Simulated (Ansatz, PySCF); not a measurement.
Pair of molecules: HF (SMILES F) (first 2 atoms) with HI (SMILES I); geometry from B3LYP-D3(BJ)/def2-TZVP.
(charge 0, multiplicity 1):
```
atom    x (Å)    y (Å)    z (Å)
----  -------  -------  -------
F      0.5518   0.6191  -0.2611
H      0.2829  -0.2134  -0.5646
I     -0.1377   0.2099   3.4196
H      0.2730   0.7310   1.9436
```

Interaction energies are E(AB) − E(A) − E(B) at the monomers' geometry in the complex; basis-set methods are counterpoise corrected.

Cores are frozen in the correlated methods. Filled d and f shells under p-block atoms count as core.

Run with Ansatz (Gaussian orbitals); PySCF for the dispersion terms. Each number belongs to the level named beside it. In def2 rows elements past Kr take small-core potentials, without spin–orbit coupling.

One of these levels gives -4.3 kJ/mol for the interaction energy. Which?
(A) PBE/def2-TZVPPD
(B) CCSD/def2-TZVPPD
(C) PBE-D4/def2-TZVPPD

B, CCSD/def2-TZVPPD. The others give -6.5 (PBE/def2-TZVPPD), -8.0 (PBE-D4/def2-TZVPPD)

Ansatz is an electronic-structure program.
